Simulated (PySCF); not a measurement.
# UHF on Nb²⁺ (niobium, charge +2)

Configuration: [Kr] 4d2 5s1, high-spin 4F determinant (an excited configuration). Calculation: PySCF 2.14, in ANO-RCC-VTZP (7s6p4d2f1g, 68 functions); the spin-free X2C one-electron Hamiltonian (Gaussian nucleus).

```
Total energy                        : -3816.307456 hartree
One-electron energy                 : -5238.0423 hartree
Hartree (Coulomb) energy            : 1539.0062 hartree
Exchange energy                     : -117.2714 hartree
⟨S²⟩                                : 3.7552
⟨L²⟩                                : 12.063
Sum of ⟨r⟩                          : 25.80 bohr
Sum of ⟨r²⟩                         : 37.42 bohr²
Langevin diamagnetic susceptibility : -29.6 ×10⁻⁶ cm³/mol
```

```
shell  electrons  mean orbital energy (hartree)  spread (hartree)  rms radius, mean of both spins (bohr)
 1s α          1                     -702.19193                 0                                 0.0415
 1s β          1                     -702.19002                 0                                 0.0415
 2s α          1                     -101.65905                 0                                  0.171
 2s β          1                     -101.64182                 0                                  0.171
 2p α          3                      -90.65833                 0                                  0.152
 2p β          3                      -90.64376                 0                                  0.152
 3s α          1                      -18.83162                 0                                  0.471
 3s β          1                      -18.81780                 0                                  0.471
 3p α          3                      -15.12525                 0                                  0.478
 3p β          3                      -15.11355                 0                                  0.478
 3d α          5                       -9.06182           0.03315                                  0.473
 3d β          5                       -9.03847           0.00812                                  0.473
 4s α          1                       -3.53159                 0                                   1.23
 4s β          1                       -3.42073                 0                                   1.23
 4p α          3                       -2.44559                 0                                   1.37
 4p β          3                       -2.30854                 0                                   1.37
 4d α          2                       -1.06234                 0                                   1.93
 5s α          1                       -0.77683                 0                                   3.38
```

Densities and radii are taken from the X2C orbitals without a picture-change correction, which distorts them close to the nucleus.

Spin-orbit constants ζ (cm⁻¹) from the X2C one-electron operator on these orbitals: bare nucleus, nucleus screened by l(l+1)(2l+1)/3 electrons, and screened by the Breit-Pauli mean field of the electrons.

| shell | bare | screened nucleus | mean field |
| --- | --- | --- | --- |
| 2p | 523300 | 497800 | n/a |
| 3p | 85660 | 81480 | n/a |
| 3d | 11910 | 9006 | n/a |
| 4p | 10970 | 10430 | n/a |
| 4d | 875.5 | 661.9 | n/a |

To first order the Landé constant is A = 220.6 cm⁻¹, so the lowest level has J = 3/2 and lies 0.164 eV below the centre of the term. This holds in LS coupling only.
